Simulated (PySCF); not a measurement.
## Vertical excitation energies

Species: TaCl5 (singlet state).
SMILES: `[Cl][Ta]([Cl])([Cl])([Cl])[Cl]`

Method used: TDDFT CAM-B3LYP/def2-SVPD, vertical, gas phase, core orbitals frozen in the response, def2 core potentials past Kr in PySCF 2.14.0, density-fitted response routines. Isolated species at its PBE0-D3(BJ)/def2-SVP geometry, gas phase. Spin–orbit coupling is left out.

Q: List the vertical singlet excitations with oscillator strengths and describe the spectrum.

A: 

```json
{"state": "S1", "E (eV)": "4.11", "λ (nm)": "301.6", "ν̃ (cm⁻¹)": "33160", "f": "0.0001", "symmetry": "–", "main configurations (H = HOMO, L = LUMO)": "H→L/L+1 (60%), H-1→L/L+1 (38%)"}
{"state": "S2", "E (eV)": "4.19", "λ (nm)": "296.2", "ν̃ (cm⁻¹)": "33760", "f": "0.0093", "symmetry": "E′", "main configurations (H = HOMO, L = LUMO)": "H→L/L+1 (49%), H-1→L/L+1 (48%)"}
{"state": "S3", "E (eV)": "4.19", "λ (nm)": "296.1", "ν̃ (cm⁻¹)": "33770", "f": "0.0092", "symmetry": "E′", "main configurations (H = HOMO, L = LUMO)": "H-1→L/L+1 (60%), H→L/L+1 (38%)"}
{"state": "S4", "E (eV)": "4.38", "λ (nm)": "283.2", "ν̃ (cm⁻¹)": "35310", "f": "0.0000", "symmetry": "–", "main configurations (H = HOMO, L = LUMO)": "H-3/H-2→L/L+1 (≥95%)"}
{"state": "S5", "E (eV)": "4.47", "λ (nm)": "277.1", "ν̃ (cm⁻¹)": "36090", "f": "0.0000", "symmetry": "–", "main configurations (H = HOMO, L = LUMO)": "H-3/H-2→L/L+1 (97%)"}
{"state": "S6", "E (eV)": "4.47", "λ (nm)": "277.1", "ν̃ (cm⁻¹)": "36090", "f": "0.0000", "symmetry": "–", "main configurations (H = HOMO, L = LUMO)": "H-3/H-2→L/L+1 (97%)"}
{"state": "S7", "E (eV)": "4.52", "λ (nm)": "274.2", "ν̃ (cm⁻¹)": "36460", "f": "0.019", "symmetry": "E′", "main configurations (H = HOMO, L = LUMO)": "H-4→L/L+1 (≥96%)"}
{"state": "S8", "E (eV)": "4.53", "λ (nm)": "273.8", "ν̃ (cm⁻¹)": "36520", "f": "0.019", "symmetry": "E′", "main configurations (H = HOMO, L = LUMO)": "H-4→L/L+1 (≥96%)"}
{"state": "S9", "E (eV)": "4.72", "λ (nm)": "262.9", "ν̃ (cm⁻¹)": "38040", "f": "0.0000", "symmetry": "–", "main configurations (H = HOMO, L = LUMO)": "H-1→L/L+1 (≥47%), H→L/L+1 (≥46%)"}
```

Triplets, Tamm–Dancoff:

```
state  E (eV)  λ (nm)  main configurations (H = HOMO, L = LUMO)
   T1    3.75   330.6            H→L/L+1 (50%), H-1→L/L+1 (48%)
   T2    3.89   318.6          H→L/L+1 (≥46%), H-1→L/L+1 (≥36%)
   T3    3.89   318.4          H-1→L/L+1 (≥44%), H→L/L+1 (≥38%)
   T4    4.11   301.3            H-1→L/L+1 (52%), H→L/L+1 (46%)
```

The lowest singlet comes at 302 nm (397 kJ/mol) in the ultraviolet; it is dark (f under 0.0005); its leading configuration is HOMO→LUMO/LUMO+1 (60%). The most intense listed level is S7/S8 at 4.52 eV (274 nm, f = 0.038 summed), 0.41 eV above S1. S2/S3, S5/S6 and S7/S8 lie within about 0.01 eV of each other in each set; the point group D3h has degenerate representations, and within a degenerate level the listed configurations can mix freely. For S1 the Löwdin share of tantalum is at most 2% in HOMO and 68% in LUMO (ligand-to-metal charge transfer by this measure). The listed states span 0.61 eV. Orbital energies (eV): HOMO-3 -11.02, HOMO-2 -11.02, HOMO-1 -10.61, HOMO -10.59, LUMO -2.99, LUMO+1 -2.99, LUMO+2 -2.19. Symmetry labels in D3h follow from the direction of the transition dipole and are given only for states with f of 0.002 or more. Orbitals of the list HOMO-3 to LUMO+2 that lie within 0.01 eV of each other are written together with a slash and their weights summed (≥ marks a lower bound); for degenerate orbitals outside that list single weights are arbitrary. Only the lowest 10 singlets were computed, as vertical energies without vibronic structure. The highest level found (4.96 eV, f 0.0000 so far) is left out, since the window may have cut off a degenerate partner.
